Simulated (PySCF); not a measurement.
C3H3Cl3Si.
InChI=1S/C3H3Cl3Si/c1-2-3-7(4,5)6/h3H,1H2

Torsions of this conformer, `[CH2:1]=[C:2]=[CH:3][Si:4]([Cl:5])([Cl:6])[Cl:7]`: C2–C3–Si4–Cl5 -114°.

The closed-shell ground state was solved at several levels (PySCF, density fitting, gas phase, non-relativistic). Isolated species at its PBE0-D3(BJ)/def2-SVP geometry, gas phase.

```json
{"level": "B3LYP/def2-TZVP", "basis functions": "259", "total energy (Eh)": "-1786.4865", "HOMO (eV)": "-7.82", "LUMO (eV)": "-1.15", "gap (eV)": "6.67", "dipole (D)": "2.23"}
{"level": "CAM-B3LYP/def2-SVPD", "basis functions": "189", "total energy (Eh)": "-1785.7119", "HOMO (eV)": "-9.48", "LUMO (eV)": "0.09", "gap (eV)": "9.57", "dipole (D)": "2.44"}
{"level": "B3LYP/cc-pVTZ", "basis functions": "268", "total energy (Eh)": "-1786.5029", "HOMO (eV)": "-7.82", "LUMO (eV)": "-1.13", "gap (eV)": "6.69", "dipole (D)": "2.30"}
{"level": "PBE0/pcSseg-1", "basis functions": "162", "total energy (Eh)": "-1785.5242", "HOMO (eV)": "-8.21", "LUMO (eV)": "-1.08", "gap (eV)": "7.13", "dipole (D)": "2.61"}
{"level": "B3LYP/6-31G*", "basis functions": "120", "total energy (Eh)": "-1786.2946", "HOMO (eV)": "-7.71", "LUMO (eV)": "-1.00", "gap (eV)": "6.71", "dipole (D)": "2.80"}
```

(1) Estimate the row for HF/pcSseg-2, a basis of 322 functions; the other rows only guide the guess.

(2) Over all these levels, which gives the widest orbital gap and which the narrowest?

(3) How much does the basis alone move the frontier levels among the 3 B3LYP rows?

(4) How far do the dipole and the HOMO energy spread over the levels?

Results:

(1) Total energy -1783.0019 Eh, HOMO -10.73 eV, LUMO 2.60 eV, gap 13.33 eV, dipole 2.67 D.

(2) HF/pcSseg-2 (Hartree–Fock, all exact exchange) has the widest, 13.33 eV, and B3LYP/def2-TZVP (global hybrid, 20 % exact exchange) the narrowest, 6.67 eV. Functional and basis both differ between the two, so the spread mixes both effects. The HOMO need not be the same orbital at Hartree–Fock and at DFT levels.

(3) The HOMO by 0.11 eV and the LUMO by 0.15 eV. By rising basis size (HOMO, LUMO in eV): 6-31G* -7.71, -1.00; def2-TZVP -7.82, -1.15; cc-pVTZ -7.82, -1.13.

(4) The dipole runs from 2.23 to 2.80 D (mean 2.51 D) and the HOMO from -10.73 to -7.71 eV.
